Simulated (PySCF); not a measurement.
## C₆ coefficients of unlike pairs at PBE0

Calculated with PySCF 2.14 from the dipole response of each species, C₆(A,B) = (3/π) ∫ α_A(iu) α_B(iu) du, in atomic units, from isotropic polarisabilities. For ions this is the dispersion term alone; charge-induced terms of lower order in 1/R come first.

```tsv
species	configuration	basis	relativity	α (bohr³)	C₆ (like pair)
Ge²⁺	[Ar] 3d10 4s2 (1S)	aug-cc-pVQZ-PP with one added diffuse shell each of s, p, d, f, g type with ECP10MDF (8s7p6d4f3g)	core potential	10.69	40.83
Ga²⁺	[Ar] 3d10 4s1 (2S)	aug-cc-pVTZ-PP with ECP10MDF (6s5p4d2f)	core potential	9.887	27.81
Zn²⁺	[Ar] 3d10 (1S)	def2-QZVPPD (11s6p5d4f2g)	none	2.663	7.043
Ta⁺	[Xe] 4f14 5d3 6s1 (5F)	aug-cc-pVTZ-PP with one added diffuse shell each of s, p, d, f, g type with ECP60MDF (7s7p6d4f3g)	core potential	42.93	372.2
```

Task: Estimate C₆ for Ta⁺ with Ga²⁺.

Result: The integral gives 100.9. The combination rule 2 C_A C_B / (C_A α_B/α_A + C_B α_A/α_B) gives 100.3 and the geometric mean 101.7.

No spin-orbit coupling is included.

The other pairs:

```
      pair     C₆
Ga²⁺, Ge²⁺  33.55
Zn²⁺, Ge²⁺  15.01
 Ta⁺, Ge²⁺  120.5
Zn²⁺, Ga²⁺  11.91
 Ta⁺, Zn²⁺  41.44
```
